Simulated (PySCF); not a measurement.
H3Sb, SMILES [SbH3+], charge +1, multiplicity 2. Atoms are numbered in the order given.

```xyz
4

Sb     0.0000     0.0000    -0.0297
H      1.3762    -0.7945     0.5047
H      0.0000     1.5891     0.5047
H     -1.3762    -0.7945     0.5047
```
Charge +1, spin multiplicity 2.

Geometry optimised at PBE0-D3(BJ)/def2-TZVPD. The def2 effective core potentials stand for the cores of Sb; spin–orbit coupling is left out.

Method: TDA-PBE/def2-TZVPD in PySCF 2.14.0.

Vertical excitations; the highest root listed may be one member of a degenerate set. 

Task: Give excitation energies, oscillator strengths and character. (The exact figures need the calculation; the answer reports its results.)

Result: 
```json
[
 {"state": "root 1", "energy (eV)": "4.07", "λ (nm)": "305", "f": "0.005", "main pairs": "β HOMO→LUMO (degenerate set)"},
 {"state": "root 2", "energy (eV)": "4.07", "λ (nm)": "305", "f": "0.005", "main pairs": "β HOMO−1→LUMO (degenerate set)"},
 {"state": "root 3", "energy (eV)": "5.56", "λ (nm)": "223", "f": "0.000", "main pairs": "α HOMO→LUMO 99 %"},
 {"state": "root 4", "energy (eV)": "6.27", "λ (nm)": "198", "f": "0.028", "main pairs": "α HOMO→LUMO+1 (degenerate set)"},
 {"state": "root 5", "energy (eV)": "6.27", "λ (nm)": "198", "f": "0.028", "main pairs": "α HOMO→LUMO+2 (degenerate set)"},
 {"state": "root 6", "energy (eV)": "7.79", "λ (nm)": "159", "f": "0.000", "main pairs": "α HOMO−1→LUMO, β HOMO→LUMO+1 (degenerate set)"},
 {"state": "root 7", "energy (eV)": "7.79", "λ (nm)": "159", "f": "0.000", "main pairs": "α HOMO−2→LUMO, β HOMO−1→LUMO+1 (degenerate set)"},
 {"state": "root 8", "energy (eV)": "8.28", "λ (nm)": "150", "f": "0.000", "main pairs": "α HOMO−2→LUMO+2 26 %, α HOMO−1→LUMO+1 26 %, β HOMO−1→LUMO+3 20 %, β HOMO→LUMO+2 20 %"},
 {"state": "root 9", "energy (eV)": "8.58", "λ (nm)": "145", "f": "0.187", "main pairs": "α HOMO→LUMO+3 96 %"},
 {"state": "root 10", "energy (eV)": "8.79", "λ (nm)": "141", "f": "0.000", "main pairs": "α HOMO−2→LUMO+1 23 %, α HOMO−1→LUMO+2 23 %, α HOMO−1→LUMO 8 %, β HOMO−1→LUMO+2 19 %, β HOMO→LUMO+3 19 %"}
]
```
Unrestricted roots are not spin-pure.
